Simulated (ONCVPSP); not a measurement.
# Scattering properties, ONCV potential for Fe

- Element: iron
- Generator: ONCVPSP 4.0.1
- Type: optimised norm-conserving Vanderbilt (ONCV)
- Functional: LDA (Perdew-Zunger)
- Relativity: fully relativistic
- Frozen core: [Ar]
- Valence charge: 8
- Reference configuration: 3d6 4s1.5 (charge +0.5)
- Partial waves: 4s: rc 1.90 bohr, ncon 3, nbas 6, qcut 3.8 1/bohr, 2 projectors, debl 2.3 Ha; p scattering state at 0.32 Ha: rc 2.00 bohr, ncon 4, nbas 7, qcut 5 1/bohr, 2 projectors, debl 0.5 Ha; 3d: rc 0.90 bohr, ncon 4, nbas 8, qcut 11 1/bohr, local
- Local potential: the d channel
- Core correction: Teter function, fcfact 2.25, rcfact 1.6

Open shells are filled in proportion to 2j + 1.

The phase is arctan(r·R′/R) of the radial function R(r), unwrapped; energies in Ha, scanned from -2 to 5 Ha. A pole is an energy at which the radial function vanishes at the test radius. The pseudo phase is shifted by a multiple of π to meet the all-electron one at the reference energy, and phase errors are pseudo minus all-electron; the curves can meet again beyond the range given. Levels narrower than the energy grid can be missing from the lists of poles.

```tsv
channel	radius (bohr)	reference energy (Ha)	poles, all-electron	poles, pseudo	unbroken range about the reference energy with phases within 0.05 rad	phase error 1 Ha above the reference energy (rad)
s	1.93	-0.33	2.53	2.52	below 3.7	-0.001
p3/2	2.03	0.32	2.67	-1.64, 2.71	-1.3 to 4.3	+0.000
p1/2	2.03	0.32	2.62	-1.78, 2.68	-1.5 to 4.1	+0.000
d5/2	0.91	-0.43	3.44	3.97	below 4.6	+0.004
d3/2	0.91	-0.44	3.41	3.97	below 4.5	+0.006
```

Note: ghosts flagged at negative energy: s at -217.5 eV, p3/2 at -3902.6 eV, p3/2 at -45.4 eV, p1/2 at -6193.0 eV, p1/2 at -49.1 eV; no localised positive-energy state flagged. A true bound ghost makes a file unfit for plane-wave use.

Phases in the d5/2 channel:

```json
{"E (Ha)": "-1.98", "all-electron": "-0.120", "pseudo": "-0.098"}
{"E (Ha)": "-1.62", "all-electron": "-0.349", "pseudo": "-0.337"}
{"E (Ha)": "-1.26", "all-electron": "-0.566", "pseudo": "-0.561"}
{"E (Ha)": "-0.90", "all-electron": "-0.754", "pseudo": "-0.754"}
{"E (Ha)": "-0.54", "all-electron": "-0.910", "pseudo": "-0.912"}
{"E (Ha)": "-0.18", "all-electron": "-1.036", "pseudo": "-1.037"}
{"E (Ha)": "0.18", "all-electron": "-1.138", "pseudo": "-1.137"}
{"E (Ha)": "0.54", "all-electron": "-1.221", "pseudo": "-1.217"}
{"E (Ha)": "0.90", "all-electron": "-1.289", "pseudo": "-1.283"}
{"E (Ha)": "1.26", "all-electron": "-1.346", "pseudo": "-1.337"}
{"E (Ha)": "1.62", "all-electron": "-1.395", "pseudo": "-1.383"}
{"E (Ha)": "1.98", "all-electron": "-1.438", "pseudo": "-1.422"}
{"E (Ha)": "2.34", "all-electron": "-1.476", "pseudo": "-1.456"}
{"E (Ha)": "2.70", "all-electron": "-1.510", "pseudo": "-1.486"}
{"E (Ha)": "3.06", "all-electron": "-1.541", "pseudo": "-1.513"}
{"E (Ha)": "3.42", "all-electron": "-1.569", "pseudo": "-1.538"}
{"E (Ha)": "3.78", "all-electron": "-1.597", "pseudo": "-1.560"}
{"E (Ha)": "4.14", "all-electron": "-1.623", "pseudo": "-1.580"}
{"E (Ha)": "4.50", "all-electron": "-1.648", "pseudo": "-1.600"}
{"E (Ha)": "4.86", "all-electron": "-1.673", "pseudo": "-1.618"}
```
